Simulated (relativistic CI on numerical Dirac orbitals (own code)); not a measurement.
Calculated at this level of theory: Dirac-Coulomb-Breit CI, orbitals from a KLI potential per configuration, QED by a radiative potential, unscaled Slater integrals (own radial code, finite nucleus).

Configuration list (outside the closed core 1s2): 2s², 2s2p, 2p², 2p3s, 2p3p, 2s3s, 2s3p, 2s3d, 2s4s, 2s4p, 2s4d, 2s4f, 2s5s, 2s5p, 2s5d, 2s5f, 2s5g, 3s², 3s3p, 3p². Levels of other configurations are missing.

At this charge energies of transitions that change n are usually good to better than 1 %, and those within a shell (Δn = 0) to a few per cent.

Outline of the computed level scheme of K XVI. Lowest level of each configuration: 2s² ¹S0 at 0.000 eV; 2s2p ³P°0 at 30.327 eV; 2p² ³P0 at 80.559 eV; 2s3s ³S1 at 551.232 eV; 2s3p ¹P°1 at 565.877 eV; 2s3d ³D1 at 574.273 eV; 2p3s ³P°0 at 589.586 eV; 2p3p ³D1 at 598.616 eV; 2s4s ³S1 at 738.730 eV.

Some strong electric-dipole decays among the lowest 36 levels: 2s3d ³D3 → 2s2p ³P°2 (5.6e+12 s⁻¹); 2s3d ³D2 → 2s2p ³P°1 (4.3e+12 s⁻¹); 2s3d ¹D2 → 2s2p ¹P°1 (4.0e+12 s⁻¹); 2s3d ³D1 → 2s2p ³P°0 (3.2e+12 s⁻¹); 2s3d ³D1 → 2s2p ³P°1 (2.4e+12 s⁻¹); 2p3p ¹D2 → 2s2p ¹P°1 (2.4e+12 s⁻¹); 2p3p ¹S0 → 2s2p ¹P°1 (1.9e+12 s⁻¹); 2p3p ³P0 → 2s2p ³P°1 (1.7e+12 s⁻¹).

LS names give the leading component of a level, which can be under half, so a name can repeat, a term be missing and a line seem to break the LS rules.
